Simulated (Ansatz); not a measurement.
Ansatz results at the PBE0-D4/def2-TZVP geometry: size of the dipole moment (B3LYP/def2-TZVPP) 3.95 D; zero-point energy (PBE0-D4/def2-TZVP) 191.8 kJ/mol; HOMO energy (PBE0/def2-TZVPP) -9.72 eV.

Each molecule was computed in one conformer, which needn't be the lowest.

(1) Which molecule gave them?
A. `[F][GeH]([F])[SiH3]`
B. `[CH3][GeH]([OH])[F]`
C. `C#[C][Ge]([CH3])([F])[F]`
D. `C[CH2][Ge]([F])([F])[F]`

Answers

(1) D. The others give `[F][GeH]([F])[SiH3]`: 3.14, 98.4, -8.80; `[CH3][GeH]([OH])[F]`: 1.89, 159.4, -8.93; `C#[C][Ge]([CH3])([F])[F]`: 3.43, 159.0, -8.89.

B3LYP here is the variant with VWN-RPA as its local correlation; programs differ in this.
